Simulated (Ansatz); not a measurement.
Consider the formal exchange of groups at a B–F bond: `COB(F)OC` + `CCNCF` → `COB(C)OC` + `FCNCF`.

Computed with Ansatz on PBE0-D4/def2-TZVP structures; ΔE is electronic, products minus reactants. CBS: MP2 limit from def2 TZ/QZ plus the TZ coupled-cluster correction, frozen cores. Functionals use def2-TZVPP. B3LYP here is the variant with VWN-RPA as its local correlation; programs differ in this. One conformer a species, not always the lowest.

| level | ΔE (kJ/mol) | difference from CCSD(T)/CBS |
| --- | --- | --- |
| PBE-D4 | 135.7 | -16.8 |
| r2SCAN-D4 | 144.7 | -7.8 |
| PBE0-D4 | 143.3 | -9.2 |
| B3LYP-D4 | 144.7 | -7.8 |
| ωB97X-V | 143.3 | -9.2 |
| r2SCAN | 144.8 | -7.7 |
| PBE0 | 143.5 | -9.0 |
| B3LYP | 144.9 | -7.6 |
| HF/def2-TZVPP | 159.7 | 7.2 |
| SCS-MP2/def2-TZVPP | 154.7 | 2.2 |
| HF/def2-QZVPP | 160.5 | 8.0 |
| MP2/def2-QZVPP | 156.6 | 4.1 |
| SCS-MP2/def2-QZVPP | 155.9 | 3.4 |
| HF/CBS(def2) | 160.7 | 8.2 |
| MP2/CBS(def2) | 156.8 | 4.3 |
| CCSD/CBS(def2) | 154.8 | 2.3 |
| CCSD(T)/CBS | 152.5 | 0 |

Largest T1 diagnostic among the species: 0.012.

From PBE to PBE0 (25 % exact exchange), in def2-TZVPP and without D4, ΔE moves by +7.6 kJ/mol. In def2-TZVPP, CCSD(T) changes the Hartree–Fock value by −8.3 kJ/mol (the triples alone add −2.2 kJ/mol) and MP2 by −4.0 kJ/mol.
